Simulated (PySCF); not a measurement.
Excitations are Tamm–Dancoff values on a coarser integration grid. The basis has no diffuse functions, so Rydberg states are missing or too high.

Z-matrix (Å, degrees):
```
C
C 1 1.3316
H 2 1.0849 1 121.80
H 2 1.0851 3 115.95 1 180.00
H 1 1.0881 2 117.98 3 -180.00
Si 1 1.8629 5 118.38 2 180.00
H 6 1.4820 1 109.11 5 179.99
H 6 1.4837 7 109.35 3 121.24
H 6 1.4837 7 109.35 8 117.53
```
Charge 0, spin multiplicity 1.

### Question
Estimate the HOMO, total energy, HOMO–LUMO gap, brightest of the four lowest singlets (TDA) and LUMO that PySCF 2.14.0 with PBE-D3(BJ)/def2-TZVP // B3LYP-D3(BJ)/def2-TZVP returns for this input.

### Answer

```
Quantity                                            Value
-------------------------------------------  ------------
HOMO                                             -6.88 eV
total energy                                 -369.0525 Ha
HOMO–LUMO gap                                     5.39 eV
brightest of the four lowest singlets (TDA)       6.89 eV
LUMO                                             -1.50 eV
```
